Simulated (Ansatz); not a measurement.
Geometry optimisation, RKS r2SCAN/def2-SVPD in Ansatz.

The input (input.yaml):

```yaml
crystal:
  periodic: [false, false, false]
  atoms:
    - { symbol: Ge, position_ang: [0.0, 0.0, 0.0] }
    - { symbol: H, position_ang: [0.9646, 0.0, 1.4601] }
    - { symbol: F, position_ang: [1.8114, 0.0, 0.5034] }
    - { symbol: H, position_ang: [-0.73, 1.2648, -0.5162] }
    - { symbol: F, position_ang: [-0.7913, -1.3709, -0.5594] }
basis:
  gaussian: { orbitals: def2-SVPD }
hamiltonian:
  xc: r2scan
relax:
  f_tol: 0.15
  max_steps: 25
  restrain:
    - { distance: [1, 2], at: 0.92, k: 30.0 }
    - { distance: [0, 1], at: 2.75, k: 30.0 }
    - { distance: [0, 2], at: 2.88, k: 30.0 }
```

Launched with:

```bash
$ ansatz run input.yaml --threads 2 --pin off --max-ram 3072MiB --backend cpu --events-out ev --progress --plain --runs-dir out
```

Question: Where does it end, and by what steps?

Answer: It converged. The restraints hold the end off the free minimum; the threshold counts their pulls, which the force column leaves out. Restrained pairs: H2–F3 (1.28 → 0.93 Å), Ge1–H2 (1.75 → 2.75 Å), Ge1–F3 (1.88 → 2.87 Å). After 8 steps the energy has fallen by 2.131 eV (the restraints' own energy left out); Ge1 moved furthest, 0.82 Å.

```csv
step,energy less start (eV),largest force component (eV/Å),accepted
0,0.0000,5.335,yes
1,0.6689,7.018,yes
2,0.8021,7.089,yes
3,-0.2945,5.650,yes
4,-1.5145,2.448,yes
5,-1.9802,1.121,yes
6,-2.0656,1.450,yes
7,-2.1257,0.305,yes
8,-2.1314,0.231,yes
```

```xyz
5
Properties=species:S:1:pos:R:3
Ge -0.784 0.072 0.241
H 1.597 -0.154 1.603
F 2.025 0.143 0.839
H -0.705 1.151 -0.938
F -0.879 -1.319 -0.857
```

Run time: 23 s on 2 threads of Arm Neoverse V1, with other jobs on the host, peak memory 0.14 GiB.
